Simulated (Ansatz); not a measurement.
Correlation energies of C₂H₆GeOS, SMILES `O/C(S)=[CH]\[GeH3]` by basis set

Z-matrix (Å, degrees):
```
Ge
C 1 1.922
H 1 1.538 2 112.0
H 1 1.537 2 111.5 3 122.4
H 1 1.550 2 108.7 3 -119.0
C 2 1.338 1 124.6 3 115.5
H 2 1.084 1 118.4 3 -64.1
S 6 1.757 2 121.5 1 -175.5
O 6 1.347 2 126.5 1 2.6
H 8 1.342 6 95.3 2 -164.8
H 9 0.968 6 108.6 2 3.1
```

Total charge 0; spin multiplicity 1. Correlated methods include outer-core shells of Ge, which these sets cover unevenly. Scalar relativity is left out up to krypton. Geometry: relaxed with PBE0-D4/def2-TZVP. It is one conformer, not always the lowest. Frozen core, restricted reference, the Gaussian-basis code of Ansatz.

| basis | HF (Eh) | MP2 corr. | CCSD corr. | (T) | CCSD(T) total |
| --- | --- | --- | --- | --- | --- |
| def2-SVP | -2626.44451 | -0.81895 | -0.86067 | -0.02804 | -2627.33322 |
| def2-TZVPP | -2627.02894 | -1.00239 | -1.04004 | -0.04561 | -2628.11459 |
| def2-QZVPP | -2627.08919 | -1.32185 | – | – | – |
